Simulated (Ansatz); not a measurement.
Ansatz (a program for electronic structure) input (CCSD(T)/aug-cc-pV(D+d)Z):
A basis named .json is the Basis Set Exchange file of that set.

Ansatz 0.2 input:
```yaml
crystal:
  periodic: [false, false, false]
  atoms:
    - {symbol: Si, position_ang: [0.02891648, -0.78408769, 1.17054584]}
    - {symbol: O, position_ang: [1.40366459, -0.30483370, 0.42852945]}
    - {symbol: Si, position_ang: [2.13620027, 0.58488374, -0.74208839]}
    - {symbol: O, position_ang: [-1.27223421, -0.07013803, 0.49706920]}
    - {symbol: Si, position_ang: [-2.10574304, 0.32181847, -0.85951667]}
    - {symbol: H, position_ang: [0.09063515, -0.37490872, 2.58463454]}
    - {symbol: H, position_ang: [-0.08255331, -2.24914719, 1.02789925]}
    - {symbol: H, position_ang: [1.58398517, 1.96926907, -0.74299809]}
    - {symbol: H, position_ang: [3.59363098, 0.61029424, -0.44667137]}
    - {symbol: H, position_ang: [-3.13414231, 1.32117726, -0.50346610]}
    - {symbol: H, position_ang: [-1.18034391, 0.89115510, -1.86694460]}
    - {symbol: H, position_ang: [-2.75388650, -0.88466916, -1.42241364]}
basis:
  gaussian:
    orbitals: aug-cc-pV_D+d_Z.json
magnetization: {spin_polarized: true, initial_magnetization: 1}
correlation: {method: ccsd_t, electrons: outside_noble_gas}
output: {forces: true}
```

Output:

```
Functional definition: HF
integrals: 1.80 GiB planned
2063 factors; integrals over basis functions are off by at most 6.7e-4 eV
1.18 GiB of device memory are held for the factors and their scratch space
mean field: 1.48 GiB planned
mean field evaluation 1: about -27770.9530 eV, gradient 3.5e1 eV
mean field evaluation 2: about -27770.9541 eV, gradient 3.5e1 eV
mean field evaluation 4: about -27776.4599 eV, gradient 3.1e0 eV
mean field evaluation 8: about -27776.5682 eV, gradient 1.4e-1 eV
mean field evaluation 16: about -27776.5586 eV, gradient 6.0e-1 eV
mean field evaluation 32: about -27771.7383 eV, gradient 8.0e-2 eV
mean field -27776.56860803 eV, -1020.7700687107 hartree, gradient 1.6e-6 eV, S^2 0.753781; 0 other end points of the search recorded, 0 dependent functions left out
17 core orbitals not correlated
reference -27776.56860803 eV, -1020.7700687107 hartree; 16, 15 occupied and 172, 173 virtual orbitals, 2063 factors
densities: 12.97 GiB planned
second order -18.68856878 eV of doubles, -0.00000000 eV of singles
coupled cluster: 9.35 GiB planned
cycle   1  -19.54773913 eV  change   -8.6e-1 eV  update   1.2e-1
cycle   2  -20.16430750 eV  change   -6.2e-1 eV  update   3.6e-2
cycle   3  -20.33293416 eV  change   -1.7e-1 eV  update   1.9e-2
cycle   4  -20.32633664 eV  change    6.6e-3 eV  update   5.2e-3
cycle   5  -20.32443851 eV  change    1.9e-3 eV  update   2.6e-3
cycle   6  -20.32525255 eV  change   -8.1e-4 eV  update   9.8e-4
cycle   7  -20.32511723 eV  change    1.4e-4 eV  update   4.2e-4
cycle   8  -20.32517191 eV  change   -5.5e-5 eV  update   1.4e-4
cycle   9  -20.32525028 eV  change   -7.8e-5 eV  update   5.1e-5
cycle  10  -20.32524228 eV  change    8.0e-6 eV  update   2.0e-5
cycle  11  -20.32524093 eV  change    1.3e-6 eV  update   8.7e-6
cycle  12  -20.32524561 eV  change   -4.7e-6 eV  update   3.9e-6
cycle  13  -20.32524672 eV  change   -1.1e-6 eV  update   1.9e-6
perturbative correction -0.57255714 eV, -0.0210410869 hartree
the calculation of the forces begins
1.18 GiB of device memory are held for the factors and their scratch space
Total energy: -27797.46641189 eV, -1021.5380488377 hartree
Atom 0 at     0.028916    -0.784088     1.170546 Å, force    -0.037235    -0.578482     0.570408 eV/Å
Atom 1 at     1.403665    -0.304834     0.428529 Å, force     0.436437    -0.358649     0.357298 eV/Å
Atom 2 at     2.136200     0.584884    -0.742088 Å, force     0.359600     0.495821    -0.685497 eV/Å
Atom 3 at    -1.272234    -0.070138     0.497069 Å, force    -0.335811     0.236146     0.561631 eV/Å
Atom 4 at    -2.105743     0.321818    -0.859517 Å, force    -0.423505     0.158821    -0.766142 eV/Å
Atom 5 at     0.090635    -0.374909     2.584635 Å, force    -0.001114     0.020696     0.102342 eV/Å
Atom 6 at    -0.082553    -2.249147     1.027899 Å, force    -0.000807    -0.111117     0.007290 eV/Å
Atom 7 at     1.583985     1.969269    -0.742998 Å, force    -0.026843     0.097440    -0.030335 eV/Å
Atom 8 at     3.593631     0.610294    -0.446671 Å, force     0.086596    -0.001422    -0.005844 eV/Å
Atom 9 at    -3.134142     1.321177    -0.503466 Å, force    -0.073094     0.074752     0.031717 eV/Å
Atom 10 at    -1.180344     0.891155    -1.866945 Å, force     0.071094     0.055854    -0.096664 eV/Å
Atom 11 at    -2.753887    -0.884669    -1.422414 Å, force    -0.055317    -0.089858    -0.046203 eV/Å
Dipole moment:    -0.055094     0.003353    -0.061187 e Å
```

It need not be the lowest isomer of its formula.
